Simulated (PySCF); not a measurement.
First SCF of a structure search on singlet Yb(OH)2, at a hand-made PBE0 minimum (heavy-atom frame) geometry. PySCF input:

```python
from pyscf import gto, scf, dft
mol = gto.M(atom='''
Yb     0.150870    -0.000000     0.000000
O     -0.733660     1.834100     0.000000
O     -0.733660    -1.834100    -0.000000
H     -1.375710     2.542230    -0.000000
H     -1.375710    -2.542230     0.000000''',
    basis={'Yb': 'def2-SVP', 'O': 'def2-SVP', 'H': 'def2-SVP'},
    ecp={'Yb': 'def2-SVP'},
    charge=0, spin=0)
mf = dft.RKS(mol, xc='PBE0')
mf.grids.atom_grid = (50, 194)
mf.grids.prune = None
aux = {'Yb': 'def2-universal-JKFIT', 'O': 'def2-universal-JKFIT', 'H': 'def2-universal-JKFIT'}
mf = mf.density_fit(auxbasis=aux)
mf.conv_tol = 1e-08
mf.diis_space = 10
mf.max_cycle = 60
mf.verbose = 4
# dm0: spherical densities of the free atoms in this basis, scaled to the electron count
mf.diis, mf.max_cycle = scf.ADIIS(), 15
mf.kernel(dm0)
mf.diis, mf.max_cycle = True, 60
mf.kernel(mf.make_rdm1())
```

Excerpt of the output (cycles and frontier levels):

```
init E= -1310.63834421102
  HOMO = -0.165446453087431  LUMO = -0.126205864816107  gap/eV = 1.06779
cycle= 1 E= -1310.20180374359  delta_E= 0.437  |g|= 1.86  |ddm|= 2.62
  HOMO = -0.0344683266088315  LUMO = -0.0301799051965608  gap/eV = 0.11669
cycle= 2 E= -1306.08814972546  delta_E= 4.11  |g|= 5.18  |ddm|= 3.63
  HOMO = -0.15220154015978  LUMO = -0.0503659412527462  gap/eV = 2.77109
cycle= 3 E= -1310.26549237597  delta_E= -4.18  |g|= 2.17  |ddm|= 2.65
  HOMO = -0.0637997534801678  LUMO = -0.0392811830409769  gap/eV = 0.66718
cycle= 4 E= -1310.158815393  delta_E= 0.107  |g|= 2.94  |ddm|= 1.64
  HOMO = -0.22270348261058  LUMO = -0.0636989929415783  gap/eV = 4.32673
cycle= 5 E= -1310.59104746074  delta_E= -0.432  |g|= 0.717  |ddm|= 1.41
  HOMO = -0.121984493690396  LUMO = -0.047989273824431  gap/eV = 2.01351
cycle= 6 E= -1310.59098506669  delta_E= 6.24e-05  |g|= 0.605  |ddm|= 0.563
  HOMO = -0.114955321387678  LUMO = -0.0433832577336695  gap/eV = 1.94758
cycle= 7 E= -1310.61352145123  delta_E= -0.0225  |g|= 0.483  |ddm|= 0.298
  HOMO = -0.180094377252432  LUMO = -0.0493769532000812  gap/eV = 3.55700
cycle= 8 E= -1310.61592513961  delta_E= -0.0024  |g|= 0.447  |ddm|= 0.341
  HOMO = -0.155345241651173  LUMO = -0.048154131427129  gap/eV = 2.91682
cycle= 9 E= -1310.62690517944  delta_E= -0.011  |g|= 0.0482  |ddm|= 0.141
  HOMO = -0.138941400083285  LUMO = -0.0456711782406884  gap/eV = 2.53801
cycle= 10 E= -1310.62593795323  delta_E= 0.000967  |g|= 0.136  |ddm|= 0.0786
  HOMO = -0.148177829949299  LUMO = -0.0463050864921222  gap/eV = 2.77210
cycle= 11 E= -1310.62712659403  delta_E= -0.00119  |g|= 0.0223  |ddm|= 0.0486
  HOMO = -0.146057821061514  LUMO = -0.0462625761171189  gap/eV = 2.71557
cycle= 12 E= -1310.62709554425  delta_E= 3.1e-05  |g|= 0.041  |ddm|= 0.0252
  HOMO = -0.152025659254742  LUMO = -0.0466318851694822  gap/eV = 2.86791
cycle= 13 E= -1310.62710965284  delta_E= -1.41e-05  |g|= 0.0484  |ddm|= 0.0294
  HOMO = -0.147988387720494  LUMO = -0.0463448654907666  gap/eV = 2.76586
cycle= 14 E= -1310.62721648759  delta_E= -0.000107  |g|= 0.00699  |ddm|= 0.0171
  HOMO = -0.149518545990069  LUMO = -0.0463226254097862  gap/eV = 2.80810
cycle= 15 E= -1310.62719873745  delta_E= 1.78e-05  |g|= 0.0223  |ddm|= 0.0113
SCF not converged.
init E= -1310.62719873745
  HOMO = -0.143091069042319  LUMO = -0.0459508674722677  gap/eV = 2.64332
cycle= 1 E= -1310.6269910515  delta_E= 0.000208  |g|= 0.0726  |ddm|= 0.0278
  HOMO = -0.164601759904604  LUMO = -0.047160585224713  gap/eV = 3.19574
cycle= 2 E= -1310.62486865556  delta_E= 0.00212  |g|= 0.234  |ddm|= 0.091
  HOMO = -0.148066634259614  LUMO = -0.0462358061211674  gap/eV = 2.77096
cycle= 3 E= -1310.62721861911  delta_E= -0.00235  |g|= 0.00338  |ddm|= 0.068
  HOMO = -0.148013191177687  LUMO = -0.0462231088298708  gap/eV = 2.76985
cycle= 4 E= -1310.62722054107  delta_E= -1.92e-06  |g|= 0.00111  |ddm|= 0.00208
  HOMO = -0.14786856602391  LUMO = -0.0461917647768963  gap/eV = 2.76677
cycle= 5 E= -1310.62722064788  delta_E= -1.07e-07  |g|= 0.000165  |ddm|= 0.000797
  HOMO = -0.147871083191138  LUMO = -0.0461868407715258  gap/eV = 2.76697
cycle= 6 E= -1310.62722066789  delta_E= -2e-08  |g|= 0.000296  |ddm|= 0.000744
  HOMO = -0.147819365844675  LUMO = -0.0461754344178864  gap/eV = 2.76587
cycle= 7 E= -1310.62722067876  delta_E= -1.09e-08  |g|= 3.69e-05  |ddm|= 0.000546
  HOMO = -0.147811449618693  LUMO = -0.0461743945573652  gap/eV = 2.76569
cycle= 8 E= -1310.62722067911  delta_E= -3.53e-10  |g|= 8.58e-06  |ddm|= 0.000123
  HOMO = -0.147813950465171  LUMO = -0.0461744909811301  gap/eV = 2.76575
Extra cycle  E= -1310.62722067909  delta_E= 1.93e-11  |g|= 2.71e-05  |ddm|= 1.98e-05
converged SCF energy = -1310.62722067909
```

No lower solution of this spin was found by a stability analysis within the restricted form, which does not test spin polarisation.

The search for the lowest solution, with the stability check, took 6.1 s on 4 threads of a shared Arm Neoverse V1 host, with 119 basis functions; the process peaked at 0.55 GiB. Launch command: `OMP_NUM_THREADS=4 python axn.py task.json out`.
